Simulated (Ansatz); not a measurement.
Total energies of the cluster Ag₂Se⁻ from Ansatz at PBE-D4/def2-TZVPD, gas phase (1 Eh = 27.2114 eV = 2625.5 kJ/mol). The reference geometry is relaxed at r2SCAN-D4/def2-TZVPD.

```xyz
3

Ag    0.929    1.160    0.365
Ag   -1.512    0.097   -0.216
Se    0.583   -1.257   -0.149
```

```csv
state,geometry,energy (Eh)
charge -1 doublet,reference,-2695.32367
charge 0 singlet,reference,-2695.26722
charge -1 quartet,relaxed at r2SCAN-D4/def2-TZVPD,-2695.26827
```

In the def2 sets Ag takes a core potential; there is no spin–orbit coupling.

Work out the vertical ionisation energy to the singlet.

E(charge 0 singlet) − E(charge -1 doublet) = -2695.26722 − (-2695.32367) = 0.05645 Eh = 1.54 eV. For comparison, −ε of the highest occupied level of the spin that leaves is -0.58 eV at this level, 2.12 eV less.

Which of the charge -1 states is lowest, and how far above it are the others?

The doublet. quartet: -2695.26827 − (-2695.32367) = 0.05540 Eh = 145.5 kJ/mol.

At PBE-D4/def2-TZVPD the highest occupied level of the charge -1 doublet lies above zero (up to 0.58 eV). By energy differences its removal costs 1.54 eV (vertical, to the charge 0 singlet, at PBE-D4/def2-TZVPD); a positive level beside a positive removal energy at the same level points to self-interaction error. At PBE-D4/def2-TZVPD the highest occupied level of the charge -1 quartet lies above zero (up to 0.80 eV). It is a level of α spin, whose loss leaves a triplet; that state wasn't run at this geometry and level. The electron is either unbound and held by the finite basis, or the level is raised by self-interaction error. 

The structure comes from a short search, and lower isomers may exist.
